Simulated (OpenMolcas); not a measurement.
## Levels of Kr3+ by method

| Quantity | Value |
| --- | --- |
| Program | OpenMolcas 26.06 |
| Basis | ANO-RCC-VQZP [7s6p4d2f1g] |
| Scalar Hamiltonian | DKH2, point nucleus |
| Active space | 5 electrons in 9 orbitals (RAS2 4s 4p; RAS3 4d, at most 2 electrons) |
| State averaging | 2S+1 = 4 odd, 1 root; 2S+1 = 2 odd, 11 roots; 2S+1 = 4 even, 3 roots; 2S+1 = 2 even, 9 roots |
| Spin-orbit coupling | RASSI with atomic mean-field integrals over the reference wave functions, term energies averaged over their components |

Methods on the same reference wave functions:
A. RASSCF
B. SS-RASPT2, IPEA 0.25 Eh, imaginary shift 0.1 Eh (closed shells correlated: 3d)
C. MS-RASPT2, IPEA 0.25 Eh, imaginary shift 0.1 Eh (closed shells correlated: 3d)

Energies in eV above 4s2 4p3 4S* 3/2, the measured ground level; measured values from Saloman, J. Phys. Chem. Ref. Data 36, 215 (2007).

```
          Level        A       B       C  Measured
4s2 4p3 4S* 3/2   0.0000  0.0000  0.0000    0.0000
4s2 4p3 2D* 3/2   2.6835   2.215   2.214    2.1124
4s2 4p3 2D* 5/2   2.8528   2.380   2.381    2.3185
4s2 4p3 2P* 1/2   4.4195   3.970   3.959    3.8505
4s2 4p3 2P* 3/2   4.6370   4.191   4.185    4.1418
  4s 4p4 4P 5/2  14.5607  14.595  14.596   14.7245
  4s 4p4 4P 3/2  14.9693  15.006  15.006   15.1790
  4s 4p4 4P 1/2  15.1697  15.203  15.203   15.3876
  4s 4p4 2D 3/2  18.4877  18.154  18.154   18.0735
  4s 4p4 2D 5/2  18.5494  18.221  18.221   18.1816
```

Deviations, from unrounded energies. A percentage is the sum of absolute deviations over the sum of measured energies, with the sign that they share, or ± where signs differ.

```csv
Against measurement,Levels,A,B,C
mean absolute deviation (cm-1),9,3200,840,830
other terms of the ground configuration (%),4,+17.5,+2.7,+2.5
other configurations (%),5,±1.7,±0.7,±0.7
```

B, C lie about equally close to measurement and A furthest from it. The largest miss of C in the table is 4s 4p4 4P 1/2, by -1500 cm-1. The ranking rests on the paired levels alone, and a cruder setting can come out closer through cancelling errors.

Between B and C the level of the table that moves most is 4s2 4p3 2P* 1/2, by 91 cm-1 (lowest in C, highest in B). Moves below CASPT2's spread within the term are not significant.

The mean deviations of B to C differ by less than CASPT2's widest spread within a term (65 cm-1), so their order carries little weight.

From A to B the spin-free energies of the other terms of 4s2 4p3 shown, above 4S*, scale by factors of 0.83 to 0.90.

The lowest spin-free term lies below A's lowest term by 0.128 hartree in B, 0.128 hartree in C.

CASPT2 breaks the degeneracy within a term, and the mean is taken; among the terms shown or strongly mixed into the levels shown the widest spread is 65 cm-1 (4s 4p4 2D, C). The run also gave levels led by 4s2 4p2 4d, which use shells meant for correlation; these and all levels above them are left out. Some terms mix strongly with configurations of 4d, whose occupation reaches 0.27 (4s 4p4 2D). Measured partners are found by configuration, term and J. A level has none where our copy of the source lacks it or the pairing is in doubt (some pairs that miss far off the trend of their configuration count as doubtful), and it then counts in no deviation. Levels of configurations outside the active space are missing. Levels that lie high or do not pair safely by name in every column are left out.

* marks odd parity.
